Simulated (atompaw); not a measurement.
## An all-electron radial function and its pseudo partner (Ne)

Columns: radius, all-electron u(r) and pseudo u(r) of the 2s shell (level -36.41 eV) of neon in the configuration [He] 2s2 2p6; PBE, scalar-relativistic, PAW (atompaw) scheme, atompaw 4.2.0.5.

```tsv
r (bohr)	all-electron	pseudo
0.067	-0.4711	0.1114
0.135	-0.3699	0.2221
0.202	-0.0765	0.3266
0.269	0.2450	0.4244
0.337	0.5312	0.5151
0.404	0.7518	0.5944
0.471	0.9094	0.6624
0.538	1.0108	0.7185
0.606	1.0661	0.7628
0.673	1.0843	0.7937
0.740	1.0753	0.8125
0.808	1.0462	0.8196
0.875	1.0042	0.8159
0.942	0.9533	0.8024
1.010	0.8965	0.7802
1.077	0.8381	0.7513
1.144	0.7792	0.7168
1.212	0.7202	0.6777
1.279	0.6640	0.6363
1.346	0.6103	0.5934
1.413	0.5594	0.5501
1.481	0.5109	0.5065
1.548	0.4663	0.4647
1.615	0.4249	0.4245
1.683	0.3861	0.3861
1.750	0.3509	0.3509
```

**Question.** How many radial nodes do the two functions have?

**Answer.** The all-electron 2s function has n − l − 1 = 1; the pseudo-wave has 0, since the states of the same l below it are removed with the core.

**Question.** Where does each function peak?

**Answer.** Outermost all-electron maximum near 0.67 bohr, pseudo maximum near 0.81 bohr (to the table’s step).

**Question.** Is the pseudo-wave norm-conserving?

**Answer.** No, it belongs to a PAW set: the norm inside the radius is not constrained, and the difference is carried by the augmentation charge.
